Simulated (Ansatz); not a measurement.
Harmonic frequencies (cm⁻¹) at PBE0-D4/def2-TZVP from Ansatz: 80, 123, 201, 419, 495, 529, 630, 797, 833, 885, 889, 960, 996, 1100, 1204, 1220, 1307, 1413, 1440, 1511, 2146, 2149, 2173, 3044, 3067, 3090, 3122.

Each molecule was computed in one conformer, which needn't be the lowest.

**Question.** Which molecule is it?
A. `F[SiH]1CC[S][Zn]1`
B. `NCS[SiH3]`
C. `FC[CH2][GeH3]`
D. `COC([SiH3])=S`

**Answer.** C.
